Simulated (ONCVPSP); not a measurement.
## An all-electron radial function and its pseudo partner (selenium (Se))

Columns: radius, all-electron u(r) and pseudo u(r) of the 3s shell (level -214.34 eV) of selenium in the configuration [Ne] 3s2 3p6 3d10 4s1.5 4p4.5; PBE, scalar-relativistic, ONCV scheme, ONCVPSP 4.0.1.

```csv
r (bohr),all-electron,pseudo
0.047,0.1759,0.1017
0.094,-0.5805,0.2132
0.141,-0.7939,0.3440
0.188,-0.5281,0.4997
0.235,-0.0450,0.6775
0.282,0.4578,0.8650
0.329,0.8806,1.0456
0.376,1.1859,1.2045
0.423,1.3755,1.3309
0.470,1.4654,1.4146
0.517,1.4782,1.4466
0.564,1.4359,1.4240
0.611,1.3569,1.3545
0.658,1.2557,1.2552
0.705,1.1434,1.1430
0.752,1.0280,1.0276
0.799,0.9147,0.9144
0.846,0.8070,0.8067
0.893,0.7070,0.7067
0.940,0.6157,0.6154
0.987,0.5334,0.5333
1.034,0.4603,0.4601
1.081,0.3957,0.3955
1.128,0.3390,0.3389
1.175,0.2897,0.2896
1.222,0.2469,0.2468
```

(1) How many radial nodes do the two functions have?

(2) At about which radius was the pseudo-wave matched?

(3) Is the pseudo-wave norm-conserving?

Answers

(1) The all-electron 3s function has n − l − 1 = 2; the pseudo-wave has 0, since the states of the same l below it are removed with the core.

(2) 0.68 bohr, where the columns begin to agree (steps of 0.05 bohr).

(3) Yes: the ONCV scheme keeps the norm inside the radius equal to the all-electron one, which fixes the energy derivative of the logarithmic derivative at the level.
